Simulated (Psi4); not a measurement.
Torsional profile of SMILES C(=Cc1cccs1)c1cccnc1 (C11H9NS), singlet. Scanned: dihedral C1–C2–C3–S7; all other coordinates were relaxed at GFN2-xTB. Points at φ and −φ are mirror images.

Geometry of the scan point at 0° (Å):
```
22

C     -0.2175    -0.4030    -0.2848
C      0.7817     0.4633    -0.0465
C      2.1707     0.1532    -0.1771
C      3.2325     0.9941     0.0489
C      4.4820     0.3871    -0.1701
C      4.3704    -0.9101    -0.5613
S      2.7353    -1.4201    -0.6715
C     -1.6330    -0.1353    -0.1696
C     -2.1746     1.0812     0.2593
C     -3.5469     1.2262     0.3291
C     -4.3494     0.1523    -0.0305
N     -3.8589    -1.0072    -0.4373
C     -2.5507    -1.1417    -0.5025
H      0.0378    -1.4074    -0.6013
H      0.5761     1.4782     0.2669
H      3.1125     2.0160     0.3626
H      5.4234     0.8914    -0.0432
H      5.1523    -1.6054    -0.7942
H     -1.5306     1.9024     0.5372
H     -3.9887     2.1548     0.6574
H     -5.4286     0.2178     0.0079
H     -2.1982    -2.1084    -0.8414
```

Computed with PBE-D3(BJ)/def2-SVP // GFN2-xTB (Psi4 1.11).

Scanned values (°): -150, -120, -90, -60, -30, 0, 30, 60, 90, 120, 150, 180.

Problem. At which scan points does the profile have its minima and maxima, and how high do they lie?

Solution. Lower than their neighbours: 0° (0.0 kJ/mol), 180° (4.6 kJ/mol). Higher than their neighbours: -90° (33.0 kJ/mol), 90° (33.0 kJ/mol). The whole profile spans 33.0 kJ/mol.
